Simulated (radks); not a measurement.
Q: Si IV, configuration [Ne] 3s1. All-electron calculation, scalar-relativistic Kohn-Sham, LDA (Slater exchange, Perdew-Wang correlation), spin-polarised, spherical densities, finite nucleus; open shells are filled with parallel spins first; Fermi nuclear charge, rms radius 3.1224 fm. Program: a radial shooting solver on a logarithmic mesh with Libxc functionals. Some entries of the table are withheld. Estimate them.

orbital  occ.  eigenvalue (eV)  <r^2> (bohr^2)  r(max) (bohr)
1s up       1              (1)         0.01678            (2)
1s down     1              (3)         0.01678            (4)
2s up       1        -175.2199             (5)         0.4552
2s down     1        -174.9309             (6)         0.4552
2p up       3        -132.1646          0.3614         0.3861
2p down     3        -131.8618          0.3588         0.3860
3s up       1         -40.5091           3.831          1.623
3s down     0         -38.0978           3.911          1.617

A: 
(1) 1s up eigenvalue (eV): -1816.188
(2) 1s up r(max) (bohr): 0.07284
(3) 1s down eigenvalue (eV): -1815.969
(4) 1s down r(max) (bohr): 0.07285
(5) 2s up <r^2> (bohr^2): 0.3864
(6) 2s down <r^2> (bohr^2): 0.3850
